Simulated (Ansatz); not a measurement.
SiH4 (SMILES [SiH4]), charge 0, multiplicity 1, relaxed at each level with Ansatz (a quantum-chemistry and plane-wave program); harmonic frequencies from differences of analytic forces, average atomic masses, frozen cores.

| level | harmonic frequencies (cm⁻¹) | ZPE (eV) | cost over PBE/def2-TZVPP (rough) |
|---|---|---|---|
| PBE/def2-TZVPP | 869 869 869 938 938 2170 2184 2185 2185 | 0.819 | ×1 |
| PBE0/def2-TZVPP | 904 904 904 968 968 2232 2242 2242 2242 | 0.843 | ×1 |
| wB97X-V/def2-TZVPP | 928 928 928 983 983 2259 2263 2263 2263 | 0.855 | ×3 |
| MP2/cc-pV(T+d)Z | 954 954 954 1006 1006 2296 2299 2299 2300 | 0.872 | ×1 |
| CCSD(T)/cc-pV(D+d)Z | 935 935 935 983 983 2253 2262 2262 2262 | 0.856 | ×0.9 |
| CCSD(T)/cc-pV(T+d)Z | 934 934 934 985 985 2250 2255 2255 2255 | 0.855 | ×10 |

Measured: fundamentals as far as tabulated 2187, 975, 2191, 914 cm⁻¹ [NIST CCCBDB]. Measured modes stand in the spectroscopists' order.
